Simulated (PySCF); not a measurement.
## Trend along the halogens: MTe molecules

PBE0 with triple-zeta basis sets in PySCF, for the lowest determinant that a PBE0 search found; no spin–orbit coupling. De refers to high-spin ground-configuration atoms. A positive dipole means M(−)Te(+).

```json
{"M": "F", "basis": "def2-TZVPP", "state (unpaired electrons)": "doublet (π ↑)", "Re (Å)": "1.904", "ωe (cm⁻¹)": "633", "De (eV)": "3.49", "μ (D)": "2.09"}
{"M": "Cl", "basis": "def2-TZVPP", "state (unpaired electrons)": "doublet (π ↑)", "Re (Å)": "2.311", "ωe (cm⁻¹)": "395", "De (eV)": "2.80", "μ (D)": "1.44"}
{"M": "Br", "basis": "x2c-TZVPPall", "state (unpaired electrons)": "doublet (π ↑)", "Re (Å)": "2.459", "ωe (cm⁻¹)": "276", "De (eV)": "2.50", "μ (D)": "1.02"}
{"M": "I", "basis": "x2c-TZVPPall", "state (unpaired electrons)": "doublet (π ↑)", "Re (Å)": "2.651", "ωe (cm⁻¹)": "222", "De (eV)": "2.22", "μ (D)": "0.41"}
```

By what factor does the bond length vary along the series?

At PBE0 it runs from 1.904 Å (TeF) to 2.651 Å (TeI), a factor of 1.39.

The rows differ in basis set, which adds steps of its own.

Down a group the atoms grow and get heavier, so bonds lengthen and wavenumbers fall; this series shows no clear exception.

These are scalar-relativistic numbers at best; spin–orbit coupling would shift them, the dissociation energy most. States were picked by a PBE0 search and need not be the measured ground states.
